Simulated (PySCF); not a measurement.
C3H6BFO, SMILES FCB1OCC1.

Geometry: B3LYP-D3(BJ)/def2-SVP. This is a generated structure with no PubChem entry under its InChIKey; it may be hypothetical. The values are those of a single conformer.

Two levels are set side by side: PBE/def2-TZVP (PySCF) and HF/def2-TZVP (PySCF). Same geometry, gas phase. Differences are taken from unrounded values.

| quantity | HF |
|---|---|
| orbital gap (eV) | 14.78 |
| highest occupied level (eV) | -11.69 |
| lowest empty level (eV) | 3.09 |
| dipole moment (D) | 1.63 |
| mean polarisability (bohr³) | 46.8 |

### Question
What does PBE give, and how far is it from HF? (An estimate is asked for; the answer gives what the named calculation found.)

### Answer

| quantity | PBE | PBE minus HF |
|---|---|---|
| orbital gap (eV) | 5.84 | -8.94 |
| highest occupied level (eV) | -6.79 | 4.90 |
| lowest empty level (eV) | -0.95 | -4.04 |
| dipole moment (D) | 1.58 | -0.05 |
| mean polarisability (bohr³) | 52.6 | 5.8 |

Without exact exchange PBE keeps part of each electron's self-repulsion, which lifts occupied levels and narrows the gap. Loosely held outer electrons make PBE densities more polarisable. Differences between two approximate levels are no errors against the true value.

Rough cost on one machine, each run with all the roots and properties that it gave: HF against PBE about 1/4.
